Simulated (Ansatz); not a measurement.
`N[SiH](C=O)CO` + `[OH][GeH3]` → `O=C[O][GeH3]` + `N[SiH2]CO`  (substitution at a C–Si bond)

Gas-phase electronic energies from Ansatz, PBE0-D4/def2-TZVP geometries. CCSD(T)/CBS is the MP2 limit (def2-TZVPP, def2-QZVPP) plus CCSD(T) − MP2 in def2-TZVPP, frozen cores. Functionals use def2-TZVPP. For Ge outer-core shells are correlated without core-valence functions, which leaves a few kJ/mol of doubt a bond. Scalar relativity is left out up to krypton. Each species was taken in one conformer, which may not be the lowest.

`N[SiH](C=O)CO`:

Cartesian coordinates in Å:
```
N -0.400 -1.077 -1.386
Si -0.082 -0.622 0.235
C -1.722 -0.305 1.191
O -1.703 -0.018 2.364
C 0.824 1.029 0.156
O 1.905 0.878 -0.755
H 0.267 -0.758 -2.074
H -0.740 -1.996 -1.619
H 0.680 -1.605 1.057
H -2.702 -0.346 0.654
H 0.125 1.810 -0.176
H 1.165 1.302 1.163
H 2.385 1.709 -0.808
```

`[OH][GeH3]`:

```xyz
6

O    -0.953    0.725   -0.670
Ge    0.213   -0.365    0.125
H    -0.810    1.647   -0.446
H    -0.186   -1.762   -0.357
H     0.088   -0.240    1.656
H     1.647   -0.006   -0.309
```

`O=C[O][GeH3]`:

```xyz
8

O     1.265   -1.310    0.051
C     0.407   -1.142    0.877
O    -0.504   -0.191    0.830
Ge   -0.359    0.900   -0.644
H     0.288   -1.773    1.771
H    -0.562    0.052   -1.899
H     0.994    1.608   -0.594
H    -1.528    1.857   -0.392
```

`N[SiH2]CO`:

Cartesian coordinates in Å:
```
N -0.898 -1.061 0.718
Si 0.005 0.416 0.789
C 0.551 0.732 -0.987
O 1.013 -0.476 -1.570
H -0.806 -1.723 1.472
H -1.847 -1.053 0.378
H 1.162 0.139 1.679
H -0.754 1.589 1.313
H -0.274 1.167 -1.572
H 1.368 1.459 -1.022
H 0.480 -1.189 -1.198
```

CCSD(T)/CBS gives -65.4 kJ/mol.

(1) Another level gave -72.4 kJ/mol. Which?
A. r2SCAN-D4/def2-TZVPP
B. HF/def2-TZVPP
C. PBE0/def2-TZVPP
D. CCSD/def2-TZVPP

Largest T1 diagnostic among the species: 0.015.

## Answers

(1) B. HF/def2-TZVPP -72.4, r2SCAN-D4 -82.3, PBE0 -77.9, CCSD/def2-TZVPP -68.0 kJ/mol.
